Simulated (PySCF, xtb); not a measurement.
B(CCH)2(OH) (C₄H₃BO), SMILES C#CB(O)C#C. The values are those of a single conformer.

Harmonic wavenumbers (cm⁻¹) from GFN2-xTB (xtb) at its own minimum, in rising order: 93, 159, 179, 239, 410, 446, 541, 638, 642, 669, 689, 690, 711, 912, 1152, 1294, 2212, 2217, 3358, 3363, 3623.

Q: What does PBE-D3(BJ)/def2-SVP (PySCF) give at its own minimum? (Estimate from the structure and the level; the computed values follow.)

A: 110, 182, 211, 272, 447, 491, 609, 644, 661, 665, 668, 720, 722, 946, 1201, 1339, 2105, 2119, 3393, 3395, 3719. Paired by order, the mean absolute difference is 40 cm⁻¹ and the zero-point energies are 34.7 and 35.2 kcal/mol.
